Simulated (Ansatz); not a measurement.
Basis-set extrapolation for CH6ClFO2Si2, SMILES `O[Si](O)(F)C[SiH2]Cl` (PBE0-D4/def2-TZVP geometry, frozen core, the Gaussian-basis code of Ansatz). Multiplicity 1, RHF reference.

|  | def2-TZVPP | def2-QZVPP |
| --- | --- | --- |
| HF | -1328.330732 | -1328.376123 |
| MP2 correlation | -1.326948 | -1.441408 |
| CCSD(T) correlation | -1.424870 | not run |

Energies in hartree. Use E(X) = E(∞) + A·exp(−7.88·√X) for Hartree–Fock and E(X) = E(∞) + B·X^(−2.97) for correlation, with X = 3 and 4, and add CCSD(T) minus MP2 of the smaller set to the MP2 limit.

What is the CCSD(T) energy at the basis-set limit?

HF limit: -1328.376123 + (-0.045391) × 0.13774 = -1328.38238. MP2 limit: -1.441408 + (-0.114460) × 0.74074 = -1.52619. Higher-order term: -1.424870 − (-1.326948) = -0.09792. Total: -1330.00649 hartree, 6.83 eV below CCSD(T)/def2-TZVPP.
